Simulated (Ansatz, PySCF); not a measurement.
The pair A = H2O (SMILES O) (first 3 atoms), B = C2H6O (SMILES CCO); geometry from B3LYP-D3(BJ)/def2-TZVP.
(charge 0, multiplicity 1):
| atom | x (Å) | y (Å) | z (Å) |
|---|---|---|---|
| O | -0.2192 | 0.3078 | 0.1725 |
| H | 0.3039 | 0.1022 | 0.9666 |
| H | 0.1251 | -0.2641 | -0.5197 |
| C | -1.2979 | 0.4342 | 3.5174 |
| C | -0.2637 | -0.6723 | 3.4359 |
| O | 0.9139 | -0.2751 | 2.7162 |
| H | -2.1890 | 0.0820 | 4.0419 |
| H | -1.5875 | 0.7610 | 2.5183 |
| H | -0.9085 | 1.2950 | 4.0683 |
| H | 0.0183 | -1.0228 | 4.4344 |
| H | -0.6560 | -1.5250 | 2.8821 |
| H | 1.2933 | 0.4987 | 3.1481 |

Correlated levels freeze the cores.

Run with Ansatz (Gaussian basis) for Hartree–Fock, density functionals and correlated methods; PySCF for the dispersion terms. Values without a source in brackets are computed.

The monomers are drawn apart, rigid, along the line of their centres of mass. Counterpoise-corrected interaction energies (kcal/mol):

| level | R = 3.825 Å | R = 4.581 Å |
|---|---|---|
| PBE/def2-TZVPPD | -3.3991 | -1.5741 |
| PBE-D3(BJ)/def2-TZVPPD | -3.9204 | -1.8076 |
| wB97M-V/def2-TZVPPD | -3.6936 | -1.7226 |
| CCSD(T)/aug-cc-pVDZ | -3.5879 | -1.6827 |

**Question.** R is the distance of the centres of mass. Find the local exponent m of E ∝ R⁻ᵐ between the two points.

**Answer.** 
m = ln(E₁/E₂)/ln(R₂/R₁): PBE/def2-TZVPPD 4.3; PBE-D3(BJ)/def2-TZVPPD 4.3; wB97M-V/def2-TZVPPD 4.2; CCSD(T)/aug-cc-pVDZ 4.2. For scale, two fixed dipoles give m = 3, dipole and quadrupole 4, quadrupoles 5, and dispersion or dipole-induced dipole 6 at long range; at these distances several terms mix, and what is left of overlap and damping shifts m, so it need not match one of them.

Ansatz is an electronic-structure program.
